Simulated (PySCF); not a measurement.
CH8N2O2Si, SMILES CN[Si](N)(O)O. Coordinates come from a PBE-D3(BJ)/def2-SVP optimisation. The structure was generated by enumeration, and PubChem lists no compound with its InChIKey, so it may never have been made. One conformer was computed; it need not be the lowest.

Calculation: PBE-D3(BJ)/def2-SVP (PySCF).

Harmonic wavenumbers (cm⁻¹): 92, 141, 162, 177, 223, 247, 281, 320, 338, 377, 425, 443, 470, 687, 775, 796, 816, 848, 915, 943, 1058, 1107, 1147, 1353, 1392, 1422, 1448, 1490, 2912, 2971, 3061, 3490, 3534, 3585, 3765, 3770. Rotational constants (GHz): 3.671, 2.139, 1.944; symmetry number 1.

### Question
Work out the zero-point energy and the ideal-gas rigid-rotor harmonic-oscillator thermochemistry at 298.15 K and 1 atm.

### Answer
ZPE = ½ Σ hcν = ½ × 46980 cm⁻¹ = 67.16 kcal/mol. H − E(el) = 73.69 kcal/mol. Entropy in cal/(mol K): translation 39.95, rotation 27.45, vibration 24.17, total 91.57. G − E(el) = 46.39 kcal/mol. Cp = 35.38 cal/(mol K). Modes under 150 cm⁻¹ make the vibrational entropy uncertain.
